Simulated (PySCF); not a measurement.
C4H3N2, multiplicity 2. Atoms are numbered in the order given.

```xyz
9

C      0.0000     0.0000     1.3244
N      0.0000     1.1841     0.7808
C      0.0000     1.1891    -0.5569
C      0.0000     0.0000    -1.2848
C      0.0000    -1.1891    -0.5569
N      0.0000    -1.1841     0.7808
H      0.0000     2.1651    -1.0552
H      0.0000     0.0000    -2.3759
H      0.0000    -2.1651    -1.0552
```
Charge 0, spin multiplicity 2.

Geometry optimised at PBE0-D3(BJ)/def2-SVP. The isomer is the one that the SMILES or the coordinates give; other isomers of the formula were not compared.

Calculation: PBE0-D3(BJ)/def2-SVP in PySCF.

Harmonic, unscaled wavenumbers; measured fundamentals usually lie a few per cent lower.

Computed harmonic wavenumbers and intensities:
```
mode  ν (cm⁻¹)  IR (km/mol)  moving atoms (share of kinetic energy)
----  --------  -----------  --------------------------------------
1          380          0.1                   C 69 %, H 22 %, N 9 %
2          390          0.0                  N 52 %, C 30 %, H 19 %
3          589         22.0                          N 52 %, C 44 %
4          709          1.6                          C 71 %, N 25 %
5          755         14.9                  C 51 %, N 30 %, H 19 %
6          813         15.4                          H 77 %, C 18 %
7          999          3.2                          N 57 %, C 39 %
8         1004          0.0                          H 70 %, C 29 %
9         1015          0.2                          H 67 %, C 33 %
10        1087          0.1                          C 71 %, H 25 %
11        1106          2.9                  H 75 %, C 14 %, N 11 %
12        1183          4.1                   C 53 %, H 37 %, N 9 %
13        1247          5.5                  H 34 %, N 33 %, C 33 %
14        1336          3.9                   C 48 %, H 43 %, N 9 %
15        1450         47.9                  N 42 %, H 35 %, C 23 %
16        1472          0.5                          C 61 %, H 32 %
17        1629         61.2                   C 65 %, N 26 %, H 9 %
18        1644        172.0                          C 78 %, N 18 %
19        3191          7.3                           H 92 %, C 8 %
20        3193         12.1                           H 91 %, C 9 %
21        3243          1.0                           H 91 %, C 9 %
```
